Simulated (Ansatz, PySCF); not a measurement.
Gas-phase reaction in SMILES: P[Si](P)(P)P + 4 [H][H] (H2) -> 4 P (PH3) + [SiH4] (SiH4)
Each molecule is optimised on its own at B3LYP-D3(BJ)/def2-TZVP (Ansatz, a quantum-chemistry and plane-wave program), one conformer each, not searched for the lowest.

Property: energy of full hydrogenation (0 K, with B3LYP-D3(BJ) harmonic zero-point energies from PySCF), in kJ/mol. Correlated levels leave the core frozen unless marked. No spin-orbit coupling. No relativistic terms. CBS(X,Y): correlation extrapolated as X^-3; Hartree-Fock from the larger set.

```
level                program  energy of full hydrogenation (kJ/mol)
-------------------  -------  -------------------------------------
BHLYP/def2-TZVPD      Ansatz                                  -22.5
wB97M-V/def2-TZVPD    Ansatz                                   42.7
RI-MP2/cc-pV(T+d)Z    Ansatz                                   76.1
SCS-MP2/6-31G*        Ansatz                                   67.6
SCS-MP2/cc-pV(Q+d)Z   Ansatz                                   45.3
```

Q: Predict the CCSD(T)/CBS(cc-pV(T+d)Z,cc-pV(Q+d)Z) result (Ansatz).

A: 60.5 kJ/mol
